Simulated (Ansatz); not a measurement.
# Which is lower?

The two ends of one reaction step of BSiH₇O₃, closed shell (PBE0-D4/def2-TZVP).

A:

```xyz
12
angstrom
B -0.4740 -0.3455 -1.5665
O -0.3661 -0.7135 -2.8770
O 0.2329 -1.0264 -0.6119
O -1.2791 0.6948 -1.2073
H 1.6025 1.0459 1.1839
Si 0.6679 0.4766 2.1833
H -0.9045 -0.1663 -3.4529
H 0.7655 -1.7309 -0.9873
H -1.2658 0.8544 -0.2593
H -0.7361 0.6750 1.7292
H 0.9272 -0.9661 2.3952
H 0.8297 1.2020 3.4710
```

B:

```xyz
12
angstrom
B -0.8633 -0.6177 -0.1014
O 1.6637 1.3019 -1.3772
O -1.8417 -1.5370 0.1361
O -0.8289 -0.0737 -1.3549
H 1.4754 2.2281 -1.2132
Si 0.4946 -0.0602 1.3121
H 0.8193 0.9158 -1.6441
H -1.8363 -1.8848 1.0301
H -1.5129 -0.4335 -1.9319
H 0.0273 -0.6517 2.6057
H 1.8494 -0.5999 1.0402
H 0.5535 1.4125 1.4987
```

Computed with Ansatz 0.2.0 (basis: def2-TZVPP); correlated methods freeze the cores. B3LYP uses VWN-RPA correlation.

(1) Which structure is lower at CCSD(T), and by how much? (Judge from chemistry; the value comes from the calculation.)

T1 diagnostic: at most 0.013.

## Answers

(1) The calculation gives: A, by 135.9 kJ/mol (electronic energy, against the other). By their contacts, A is a complex of BH₃O₃ ([OH][B]([OH])[OH]) + SiH₄ and B is a complex of BSiH₅O₂ ([OH][B]([OH])[SiH3]) + H₂O.

All methods give the same order:

```csv
method,E(B) − E(A) (kJ/mol)
SPW92,120.2
PBE-D4,117.1
BLYP-D4,127.7
r2SCAN-D4,134.0
B97M-V,138.8
PBE0-D4,126.7
B3LYP-D4,135.1
r2SCAN0-D4,138.9
BHLYP-D4,145.8
CAM-B3LYP-D4,140.1
wB97X-V,133.2
wB97M-V,136.8
B2PLYP,139.0
PBE-QIDH,136.0
RPA on PBE,134.6
HF,166.7
MP2,138.3
CCSD,140.3
CCSD(T),135.9
```

Labels in which every atom is bracketed show which atoms are joined, not bond orders.

For scale, one of the runs: CCSD(T)/def2-TZVPP, 264 basis functions, launched by `ansatz run in.yaml --threads 8 --pin off --events-out ev --progress --plain --max-ram 19148MiB`. Hardware: 8 CPU threads of an Intel Xeon Platinum 8488C, shared host. Wall time 61 s; peak host memory 6.7 GiB.
